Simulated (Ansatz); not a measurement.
A nudged elastic band was laid between two geometries of CH3GeO (6 atoms, charge 1, multiplicity 1).

All numbers below come from RKS BLYP-D4/def2-SVP (Ansatz 0.2.0).

```yaml
movable_images: 9
climbing_image: yes
spring: 5.0 eV/Å²
optimiser: quadratic models (default)
start_path: through a guess of the saddle point
force_threshold: 0.05 eV/Å
iteration_limit: 60
end_points: relaxed
```

First end point:

```xyz
6
Properties=species:S:1:pos:R:3
O 0.532 -1.235 0.531
C -0.482 -0.961 -0.090
Ge 0.076 0.941 -0.135
H -1.293 -1.660 -0.413
H 1.236 1.239 -1.108
H -0.069 1.677 1.215
```

Last end point:

```xyz
6
Properties=species:S:1:pos:R:3
O -1.232 -0.449 -0.612
C -0.346 -1.023 -0.001
Ge 0.610 0.703 0.209
H -0.284 -2.113 0.244
H 1.282 1.223 -1.080
H -0.030 1.658 1.239
```

(1) Which bonds break or form, and what moves?

(2) What energy profile does the band end with?

(3) What is the geometry of the highest image?

(4) What are the harmonic wavenumbers there?

Answers

(1) No bond is made or broken. The dihedral O1–C2–Ge3–H6 goes from -74 to 74°. The two ends are copies of one structure, up to a mirror image or an exchange of like atoms.

(2) The run converged. The highest image is number 5 of 0 to 10, 0.246 eV above the ends, which have the same energy within 2 meV. A vibrational analysis at the climbing image gives one clearly imaginary mode, 134i cm⁻¹: a first-order saddle point. Limits of this set-up: the dipole of an ion depends on the origin.

```json
{"image": "0", "path coordinate (Å)": "0.00", "energy (eV)": "0.000", "dihedral O1–C2–Ge3–H6 (°)": "-74"}
{"image": "1", "path coordinate (Å)": "0.40", "energy (eV)": "0.050", "dihedral O1–C2–Ge3–H6 (°)": "-57"}
{"image": "2", "path coordinate (Å)": "0.80", "energy (eV)": "0.131", "dihedral O1–C2–Ge3–H6 (°)": "-41"}
{"image": "3", "path coordinate (Å)": "1.20", "energy (eV)": "0.196", "dihedral O1–C2–Ge3–H6 (°)": "-27"}
{"image": "4", "path coordinate (Å)": "1.60", "energy (eV)": "0.234", "dihedral O1–C2–Ge3–H6 (°)": "-13"}
{"image": "5", "path coordinate (Å)": "2.00", "energy (eV)": "0.246", "dihedral O1–C2–Ge3–H6 (°)": "0"}
{"image": "6", "path coordinate (Å)": "2.40", "energy (eV)": "0.234", "dihedral O1–C2–Ge3–H6 (°)": "13"}
{"image": "7", "path coordinate (Å)": "2.80", "energy (eV)": "0.196", "dihedral O1–C2–Ge3–H6 (°)": "27"}
{"image": "8", "path coordinate (Å)": "3.21", "energy (eV)": "0.131", "dihedral O1–C2–Ge3–H6 (°)": "41"}
{"image": "9", "path coordinate (Å)": "3.61", "energy (eV)": "0.050", "dihedral O1–C2–Ge3–H6 (°)": "57"}
{"image": "10", "path coordinate (Å)": "4.01", "energy (eV)": "0.000", "dihedral O1–C2–Ge3–H6 (°)": "74"}
```

(3) 
```xyz
6
Properties=species:S:1:pos:R:3:forces:R:3
O -0.513 -1.495 1.198 0.00 0.00 0.00
C -0.442 -1.110 0.078 0.00 0.00 0.00
Ge 0.350 0.898 -0.156 0.00 0.00 0.00
H -0.728 -1.647 -0.863 0.00 0.00 0.00
H 0.602 1.756 -1.443 0.00 0.00 0.00
H 0.731 1.598 1.186 0.00 0.00 0.00
```

(4) 134i, 183, 295, 340, 570, 800, 825, 1216, 1816, 1995, 2072, 2924 cm⁻¹.

Time of the run: 5.9 min on 1 thread of Arm Neoverse V2, with other jobs on the host, peak memory 0.16 GiB.
